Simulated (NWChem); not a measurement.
System: CH4ClFSi; SMILES [Si@@H](C)(Cl)F

NWChem input:

```
start job
memory heap 200 mb stack 900 mb global 1100 mb
geometry units angstroms noautosym nocenter noautoz
  C     -1.352899    -1.369824    -0.270048
  Si     0.098997    -0.402503     0.379438
  F      1.470177    -0.943517    -0.330739
  Cl    -0.117807     1.599858    -0.116257
  H     -1.429439    -1.258995    -1.370078
  H     -1.242326    -2.446936    -0.030338
  H     -2.295918    -1.003851     0.183316
  H      0.292261    -0.501382     1.858548
end
basis spherical
  * library 6-31g*
end
dft
  xc xcamb88 1.00 lyp 0.81 vwn_5 0.19 hfexch 1.00
  cam 0.33 cam_alpha 0.19 cam_beta 0.46
  iterations 150
end
property
  efieldgrad
end
task dft property
```

Excerpt of the output:

```
             Northwest Computational Chemistry Package (NWChem) 7.3.0
             --------------------------------------------------------

                             Geometry "geometry" -> ""
                             -------------------------

 Output coordinates in angstroms (scale by  1.889725989 to convert to a.u.)

  No.       Tag          Charge          X              Y              Z
 ---- ---------------- ---------- -------------- -------------- --------------
    1 C                    6.0000    -1.35289900    -1.36982400    -0.27004800
    2 Si                  14.0000     0.09899700    -0.40250300     0.37943800
    3 F                    9.0000     1.47017700    -0.94351700    -0.33073900
    4 Cl                  17.0000    -0.11780700     1.59985800    -0.11625700
    5 H                    1.0000    -1.42943900    -1.25899500    -1.37007800
    6 H                    1.0000    -1.24232600    -2.44693600    -0.03033800
    7 H                    1.0000    -2.29591800    -1.00385100     0.18331600
    8 H                    1.0000     0.29226100    -0.50138200     1.85854800

 Effective nuclear repulsion energy (a.u.)     220.7894756354

                              NWChem Property Module
                              ----------------------

  itol2e modified to match energy
  convergence criterion.

                                 NWChem DFT Module
                                 -----------------

 Summary of "ao basis" -> "ao basis" (spherical)
 ------------------------------------------------------------------------------
       Tag                 Description            Shells   Functions and Types
 ---------------- ------------------------------  ------  ---------------------
 C                           6-31g*                  6       14   3s2p1d
 Si                          6-31g*                  8       18   4s3p1d
 F                           6-31g*                  6       14   3s2p1d
 Cl                          6-31g*                  8       18   4s3p1d
 H                           6-31g*                  2        2   2s

  itol2e modified to match energy
  convergence criterion.

            General Information
            -------------------
          SCF calculation type: DFT
          Wavefunction type:  closed shell.
          No. of atoms     :     8
          No. of electrons :    50
           Alpha electrons :    25
            Beta electrons :    25
          Charge           :     0
          Spin multiplicity:     1
          Use of symmetry is: off; symmetry adaption is: off
          Maximum number of iterations: 150
          AO basis - number of functions:    72
                     number of shells:    36
          Convergence on energy requested:  1.00D-07
          Convergence on density requested:  1.00D-05
          Convergence on gradient requested:  5.00D-04

              XC Information
              --------------
                     Hartree-Fock (Exact) Exchange  1.000
                   CAM-Becke88 Exchange Functional  1.000
                      VWN V Correlation Functional  0.190 local
              Lee-Yang-Parr Correlation Functional  0.810

           Range-Separation Parameters
           ---------------------------
           Alpha           :  0.19
           Beta            :  0.46
           Gamma           :  0.33
           Short-Range HF  :     F

             Grid Information
             ----------------
          Grid used for XC integration:  fine
          Radial quadrature: Mura-Knowles
          Angular quadrature: Lebedev.
          Tag              B.-S. Rad. Rad. Pts. Rad. Cut. Ang. Pts.
          ---              ---------- --------- --------- ---------
          C                   0.70       70          10.0       590
          Si                  1.10      123           8.0       770
          F                   0.50       70          10.0       590
          Cl                  1.00      123          11.0       770
          H                   0.35       60          11.0       590
          Grid pruning is: on
          Number of quadrature shells:   626
          Spatial weights used:  Erf1

      Superposition of Atomic Density Guess
      -------------------------------------

 Sum of atomic energies:        -887.29340657

      Non-variational initial energy
      ------------------------------

 Total energy =    -888.506240
 1-e energy   =   -1666.853364
 2-e energy   =     557.557649
 HOMO         =      -0.368314
 LUMO         =       0.083013

   convergence    iter        energy       DeltaE   RMS-Dens  Diis-err
 ---------------- ----- ----------------- --------- --------- ---------
 d= 0,ls=0.0,diis     1   -890.0290219862 -1.11D+03  1.40D-02  5.96D-01
 d= 0,ls=0.0,diis     2   -890.0455914875 -1.66D-02  5.96D-03  6.02D-01
 d= 0,ls=0.0,diis     3   -890.0955444145 -5.00D-02  1.25D-03  1.88D-02
 d= 0,ls=0.0,diis     4   -890.0969115677 -1.37D-03  4.50D-04  1.43D-03
 d= 0,ls=0.0,diis     5   -890.0971000049 -1.88D-04  7.44D-05  1.64D-05
  Resetting Diis
 d= 0,ls=0.0,diis     6   -890.0971027899 -2.79D-06  2.09D-05  1.52D-06
 d= 0,ls=0.0,diis     7   -890.0971030440 -2.54D-07  4.51D-06  5.29D-08
 d= 0,ls=0.0,diis     8   -890.0971030505 -6.53D-09  1.61D-06  2.06D-08

         Total DFT energy =     -890.097103050509
      One electron energy =    -1669.472550661273
           Coulomb energy =      625.196135773832
    Exchange-Corr. energy =      -66.610163798496
 Nuclear repulsion energy =      220.789475635428

 Numeric. integr. density =       50.000000517754

                       DFT Final Molecular Orbital Analysis
                       ------------------------------------

 Vector   23  Occ=2.000000D+00  E=-4.225852D-01
              MO Center= -2.5D-01, -2.7D-02, -4.8D-02, r^2= 3.6D+00
   Bfn.  Coefficient  Atom+Function         Bfn.  Coefficient  Atom+Function
  ----- ------------  ---------------      ----- ------------  ---------------
    55      0.350871  4 Cl pz                53      0.249202  4 Cl px
     3     -0.247762  1 C  px                59      0.191259  4 Cl pz
    21      0.180492  2 Si px                35     -0.174508  3 F  px
    23      0.156525  2 Si pz                37     -0.149212  3 F  pz
    22      0.148067  2 Si py                36     -0.141015  3 F  py

 Vector   24  Occ=2.000000D+00  E=-3.946101D-01
              MO Center= -7.8D-02,  1.4D+00, -8.5D-02, r^2= 1.8D+00
   Bfn.  Coefficient  Atom+Function         Bfn.  Coefficient  Atom+Function
  ----- ------------  ---------------      ----- ------------  ---------------
    53      0.568005  4 Cl px                55     -0.411896  4 Cl pz
    57      0.307406  4 Cl px                49     -0.222314  4 Cl px
    59     -0.220279  4 Cl pz                51      0.161223  4 Cl pz
    36     -0.109536  3 F  py                40     -0.079756  3 F  py
    72      0.076042  8 H  s                  4      0.060626  1 C  py

 Vector   25  Occ=2.000000D+00  E=-3.768736D-01
              MO Center= -2.6D-01,  5.5D-01,  1.4D-01, r^2= 3.5D+00
   Bfn.  Coefficient  Atom+Function         Bfn.  Coefficient  Atom+Function
  ----- ------------  ---------------      ----- ------------  ---------------
    55      0.440613  4 Cl pz                53      0.323907  4 Cl px
    59      0.241448  4 Cl pz                72     -0.230094  8 H  s
     3      0.183674  1 C  px                57      0.175864  4 Cl px
    51     -0.171800  4 Cl pz                54      0.170129  4 Cl py
    23     -0.151308  2 Si pz                71     -0.150422  8 H  s

[...]

          -----------------------
          Electric field gradient
          -----------------------

 1 a.u. = 0.324123 10**(16) esu/cm**3  ( or statvolts/cm**2 ) = 0.97174 10**(22) v/m**2

 ------------------------------------------------------------
   Atom      X         Y         Z
 ------------------------------------------------------------
    1 C   -2.55661  -2.58859  -0.51032
 ------------------------------------------------------------

 Electric field gradient in molecular frame (a.u.)
         XX             YY             ZZ             XY             XZ             YZ
 ------------------------------------------------------------------------------------------
        0.022045      -0.010430      -0.011615       0.030958       0.021590       0.011275

 Principal components (a.u.) and orientation
 of principal axis w.r.t. absolute frame                      Asymmetry parameter eta
 --------------------------------------------------------------------------------------
        0.050312      -0.029398      -0.020914                       0.168643

        0.800098      -0.557506      -0.221430
        0.475630       0.814522      -0.332160
        0.365541       0.160441       0.916863

 ------------------------------------------------------------
   Atom      X         Y         Z
 ------------------------------------------------------------
    2 Si   0.18708  -0.76062   0.71703
 ------------------------------------------------------------

 Electric field gradient in molecular frame (a.u.)
         XX             YY             ZZ             XY             XZ             YZ
 ------------------------------------------------------------------------------------------
       -0.024038      -0.330150       0.354188       0.298753       0.352651       0.119520

 Principal components (a.u.) and orientation
 of principal axis w.r.t. absolute frame                      Asymmetry parameter eta
 --------------------------------------------------------------------------------------
        0.636240      -0.522603      -0.113637                       0.642787

        0.545185      -0.570883       0.613894
        0.266828       0.812380       0.518499
        0.794717       0.118874      -0.595226

 ------------------------------------------------------------
   Atom      X         Y         Z
 ------------------------------------------------------------
    3 F    2.77823  -1.78299  -0.62501
 ------------------------------------------------------------

 Electric field gradient in molecular frame (a.u.)
         XX             YY             ZZ             XY             XZ             YZ
 ------------------------------------------------------------------------------------------
       -0.639867       0.334091       0.305777       0.558409       0.670187      -0.244628

 Principal components (a.u.) and orientation
 of principal axis w.r.t. absolute frame                      Asymmetry parameter eta
 --------------------------------------------------------------------------------------
       -1.224769       0.667552       0.557216                       0.090087

        0.830541       0.539609       0.137927
       -0.363706       0.337919       0.868060
       -0.421805       0.771125      -0.476914

 ------------------------------------------------------------
   Atom      X         Y         Z
 ------------------------------------------------------------
    4 Cl  -0.22262   3.02329  -0.21969
 ------------------------------------------------------------

 Electric field gradient in molecular frame (a.u.)
         XX             YY             ZZ             XY             XZ             YZ
 ------------------------------------------------------------------------------------------
        0.921912      -1.766579       0.844668       0.347684      -0.001369       0.702527

 Principal components (a.u.) and orientation
 of principal axis w.r.t. absolute frame                      Asymmetry parameter eta
 --------------------------------------------------------------------------------------
       -1.982828       1.079826       0.903002                       0.089177

       -0.115498       0.569778       0.813642
        0.963985       0.261855      -0.046533
       -0.239570       0.778964      -0.579501

 ------------------------------------------------------------
   Atom      X         Y         Z
 ------------------------------------------------------------
    5 H   -2.70125  -2.37916  -2.58907
 ------------------------------------------------------------

 Electric field gradient in molecular frame (a.u.)
         XX             YY             ZZ             XY             XZ             YZ
 ------------------------------------------------------------------------------------------
        0.133404       0.131208      -0.264613       0.001968      -0.027841       0.040288

 Principal components (a.u.) and orientation
 of principal axis w.r.t. absolute frame                      Asymmetry parameter eta
 --------------------------------------------------------------------------------------
       -0.270598       0.136131       0.134467                       0.006146

        0.068890       0.718749       0.691848
       -0.099864      -0.685044       0.721625
        0.992613      -0.118804       0.024584

 ------------------------------------------------------------
   Atom      X         Y         Z
 ------------------------------------------------------------
    6 H   -2.34766  -4.62404  -0.05733
 ------------------------------------------------------------

 Electric field gradient in molecular frame (a.u.)
         XX             YY             ZZ             XY             XZ             YZ
 ------------------------------------------------------------------------------------------
        0.130642      -0.246690       0.116048       0.039532      -0.009817       0.085873

 Principal components (a.u.) and orientation
 of principal axis w.r.t. absolute frame                      Asymmetry parameter eta
 --------------------------------------------------------------------------------------
       -0.270130       0.136013       0.134118                       0.007016

       -0.101091      -0.588226       0.802353
        0.970609       0.118731       0.209334
       -0.218400       0.799933       0.558935

 ------------------------------------------------------------
   Atom      X         Y         Z
 ------------------------------------------------------------
    7 H   -4.33866  -1.89700   0.34642
 ------------------------------------------------------------

 Electric field gradient in molecular frame (a.u.)
         XX             YY             ZZ             XY             XZ             YZ
 ------------------------------------------------------------------------------------------
       -0.157989       0.090991       0.066998       0.113448       0.141550      -0.055900

 Principal components (a.u.) and orientation
 of principal axis w.r.t. absolute frame                      Asymmetry parameter eta
 --------------------------------------------------------------------------------------
       -0.270543       0.136249       0.134294                       0.007226

        0.849726       0.108355       0.515971
       -0.330194      -0.653581       0.681032
       -0.411022       0.749060       0.519586

 ------------------------------------------------------------
   Atom      X         Y         Z
 ------------------------------------------------------------
    8 H    0.55229  -0.94747   3.51215
 ------------------------------------------------------------

 Electric field gradient in molecular frame (a.u.)
         XX             YY             ZZ             XY             XZ             YZ
 ------------------------------------------------------------------------------------------
        0.066309       0.068019      -0.134328       0.001933      -0.025775       0.013043

 Principal components (a.u.) and orientation
 of principal axis w.r.t. absolute frame                      Asymmetry parameter eta
 --------------------------------------------------------------------------------------
       -0.138428       0.069666       0.068762                       0.006526

        0.125245       0.939190      -0.319744
       -0.063723       0.329231       0.942097
        0.990077      -0.097618       0.101083
```

Level: CAM-B3LYP/6-31G* (spherical d). Structure relaxed at the PBE-D3(BJ)/def2-SVP level. NWChem prints the field gradient with the sign opposite to the second derivative of the potential.
